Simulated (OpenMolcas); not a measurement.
## Au: thermal populations, worked from levels

- Program: OpenMolcas 26.06
- Basis: ANO-RCC-VTZP [8s7p5d3f1g]
- Scalar Hamiltonian: DKH2, point nucleus
- Active space: 11 electrons in 6 orbitals (5d 6s)
- State averaging: 2S+1 = 2 even, 6 roots
- Spin-orbit coupling: RASSI with atomic mean-field integrals over the reference wave functions, term energies averaged over their components

Methods: CASSCF; SS-CASPT2, IPEA 0.25 Eh, imaginary shift 0.1 Eh (closed shells correlated: 5s 5p). Measured levels: NIST Handbook of Basic Atomic Spectroscopic Data.

**Thermal populations.** Z = Σ (2J + 1) exp(-E/kT) with k = 0.695035 cm-1/K, over the levels below. No other level of either list lies under 37300 cm-1, which is above 7 kT at each temperature.

```csv
Level,2J + 1,SS-CASPT2,measured
5d10 6s 2S 1/2,2,0.0,0.0
5d9 6s2 2D 5/2,6,6650,9161
5d9 6s2 2D 3/2,4,18890,21435
```

| T (K) | Z, SS-CASPT2 | Z, measured levels | Ground level (%), SS-CASPT2 | Ground level (%), measured levels |
| --- | --- | --- | --- | --- |
| 5000 | 2.903 | 2.438 | 68.9 | 82.0 |

At 5000 K, kT = 3475 cm-1, and the computed levels give Z = 2.000 + 0.885 + 0.017 = 2.903.

Term energies are means over components that CASPT2 splits; among the terms shown or strongly mixed into the levels shown the widest spread is 350 cm-1 (5d9 6s2 2D, SS-CASPT2). A single d shell beside an s shell can misplace configurations of different d count against each other. Without dynamic correlation excited terms often stand tens of per cent too high (terms of higher spin than the ground term too low), and those without a measured partner can miss by more than the paired ones (holds for CASSCF). Computed and measured levels are paired by configuration, term and J; levels that our copy of the source lacks, or whose pairing is in doubt (as where it misses far off the trend of its configuration), stay unpaired and out of the deviations. Levels of configurations outside the active space are missing.
